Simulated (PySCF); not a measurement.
HNaO (SMILES [OH][Na]), singlet, at a GFN2-xTB geometry (such geometries of metal compounds can be far from the true shape); DF-PBE/cc-pVDZ in PySCF.

PySCF was given this input:
```python
from pyscf import gto, scf, dft

mol = gto.M(
    atom='''
Na   -0.60708701   -0.34567032   -0.49916222
O     0.68596288    0.34473088    0.56471073
H     1.19025406    1.04452643    0.97309857
''',
    basis='cc-pvdz',
    verbose=4,
)

mf = dft.RKS(mol)
mf.xc = 'pbe'
mf = mf.density_fit(auxbasis='def2-universal-jkfit')
mf.kernel()
```

Output, abridged:

```
PySCF version 2.14.0

[INPUT] verbose = 4
[INPUT] num. atoms = 3
[INPUT] num. electrons = 20
[INPUT] charge = 0
[INPUT] spin (= nelec alpha-beta = 2S) = 0
[INPUT] symmetry False subgroup None
[INPUT] Mole.unit = angstrom
[INPUT] Symbol           X                Y                Z      unit          X                Y                Z       unit  Magmom
[INPUT]  1 Na    -0.607087010000  -0.345670320000  -0.499162220000 AA   -1.147228182681  -0.653222234191  -0.943279887530 Bohr   0.0
[INPUT]  2 O      0.685962880000   0.344730880000   0.564710730000 AA    1.296281974818   0.651446949880   1.067148619303 Bohr   0.0
[INPUT]  3 H      1.190254060000   1.044526430000   0.973098570000 AA    2.249254192052   1.973868882570   1.838889789506 Bohr   0.0

nuclear repulsion = 32.2966517598208
number of shells = 13
number of NR pGTOs = 74
number of NR cGTOs = 37
basis = cc-pvdz
ecp = {}

******** <class 'pyscf.df.df_jk.DFRKS'> ********
method = DFRKS
initial guess = minao
damping factor = 0
level_shift factor = 0
DIIS = <class 'pyscf.scf.diis.CDIIS'>
diis_start_cycle = 1
diis_space = 8
diis_damp = 0
SCF conv_tol = 1e-09
SCF conv_tol_grad = None
SCF max_cycles = 50
direct_scf = False
XC library pyscf.dft.libxc version 7.1.2
    S. Lehtola, C. Steigemann, M. J. T. Oliveira, and M. A. L. Marques,  SoftwareX 7, 1–5 (2018)
XC functionals = pbe
    J. P. Perdew, K. Burke, and M. Ernzerhof,  Phys. Rev. Lett. 77, 3865 (1996)
    J. P. Perdew, K. Burke, and M. Ernzerhof,  Phys. Rev. Lett. 78, 1396 (1997)
    J. P. Perdew, K. Burke, and M. Ernzerhof,  Phys. Rev. Lett. 77, 3865 (1996)
    J. P. Perdew, K. Burke, and M. Ernzerhof,  Phys. Rev. Lett. 78, 1396 (1997)
radial grids:
    Treutler-Ahlrichs [JCP 102, 346 (1995); DOI:10.1063/1.469408] (M4) radial grids

becke partition: Becke, JCP 88, 2547 (1988); DOI:10.1063/1.454033
pruning grids: <function nwchem_prune>
grids dens level: 3
symmetrized grids: False
atomic radii adjust function: <function treutler_atomic_radii_adjust>
small_rho_cutoff = 0
Set gradient conv threshold to 3.16228e-05
Initial guess from minao.
tot grids = 41992
init E= -237.866973015198
  HOMO = -0.416035395037021  LUMO = -0.0880792229578895  gap/eV = 8.92414
cycle= 1 E= -237.669231963755  delta_E= 0.198  |g|= 1.09  |ddm|=  1.3
  HOMO = 0.0145167432647793  LUMO = 0.0167795873990457  gap/eV = 0.06158
cycle= 2 E= -232.32115371288  delta_E= 5.35  |g|= 3.06  |ddm|= 3.71
  HOMO = -0.335067384188366  LUMO = -0.0699500122432699  gap/eV = 7.21421
cycle= 3 E= -237.859540807724  delta_E= -5.54  |g|= 0.458  |ddm|= 3.55
  HOMO = -0.118908890827903  LUMO = -0.0561449034988333  gap/eV = 1.70790
cycle= 4 E= -237.915419596472  delta_E= -0.0559  |g|= 0.143  |ddm|= 0.614
  HOMO = -0.127243071254469  LUMO = -0.059630367772276  gap/eV = 1.83984
cycle= 5 E= -237.920101544946  delta_E= -0.00468  |g|= 0.0324  |ddm|= 0.12
  HOMO = -0.132648555552304  LUMO = -0.0628878641531299  gap/eV = 1.89829
cycle= 6 E= -237.920333055001  delta_E= -0.000232  |g|= 0.00608  |ddm|= 0.0246
  HOMO = -0.133484595791903  LUMO = -0.0634200303065438  gap/eV = 1.90655
cycle= 7 E= -237.920340391118  delta_E= -7.34e-06  |g|= 0.00111  |ddm|= 0.00326
  HOMO = -0.133654798247103  LUMO = -0.063429741311539  gap/eV = 1.91092
cycle= 8 E= -237.920340698004  delta_E= -3.07e-07  |g|= 3.92e-05  |ddm|= 0.00105
  HOMO = -0.133649350391612  LUMO = -0.0634227501859383  gap/eV = 1.91096
cycle= 9 E= -237.920340698295  delta_E= -2.92e-10  |g|= 1.65e-05  |ddm|= 3.44e-05
  HOMO = -0.133639266199207  LUMO = -0.0634202427560231  gap/eV = 1.91076
Extra cycle  E= -237.920340697766  delta_E= 5.3e-10  |g|= 5.23e-05  |ddm|= 5.53e-05
converged SCF energy = -237.920340697766
```
